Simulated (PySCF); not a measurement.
Structure from NMR data

An unknown has the formula C₄H₁₀ClFSi. Its calculated NMR data are:

¹H NMR (300 MHz, computed): δ 6.21 (m, 1H), 0.17 (s, 9H).

¹³C{¹H} NMR (computed): δ 111.0 (CH), -4.6 (CH3, 3C).

Averaged over atoms made equivalent by symmetry, fast rotation or ring inversion, non-relativistic Hamiltonian, one conformer, gas phase. Shieldings: GIAO B97-2/pcSseg-2; geometry: PBE0-D3(BJ)/def2-TZVP; PySCF.

Referencing at the same level of theory: ¹H (σref 31.64), ¹³C (σref 185.38) vs TMS.

Q: What is the structure?

A: 
1. Rings plus π bonds: 0.
2. 2 carbon signals for 4 carbons: some carbons are equivalent by symmetry or fast rotation.
3. Carbon types of the structure: 1 × CH, 3 × CH3, which accounts for all hydrogens.
4. δC 111.0: sp3 CH bonded to Cl and F and Si; 2 electronegative neighbours deshield it.
5. δC -4.6: methyl carbon bonded to Si; an electropositive neighbour leaves it electron-rich and shielded.
6. δH 6.21: hydrogen on an sp3 CH bonded to Cl and F and Si; its carbon carries Cl and F, which withdraws density.
7. δH 0.17: hydrogen on a methyl carbon bonded to Si; an electropositive neighbour shields it, as in TMS itself.

These data were computed for SMILES C[Si](C)(C)[C@H](F)Cl.

The data come from this structure; uniqueness wasn't tested.

Carbons that carry Cl, above all several Cl atoms, come out too deshielded, partly because spin–orbit coupling is missing. Splittings by ¹⁹F in the carbon and heteronuclear signals aren't shown, as no couplings were computed. Shifts are as computed. Against solution values, carbons near 30 ppm lie about +3 ppm off and those near 130 ppm about +7 ppm; carbons on Cl a further +5 ppm. Of 1211 compounds with measured shifts, 218 miss one by over three times the rms of a fit or turn the order of signals round; such compounds aren't used in these exercises. Multiplicities follow the n + 1 count of equivalent neighbours, as no J values were calculated; m marks all less simple cases, F and P coupling included.
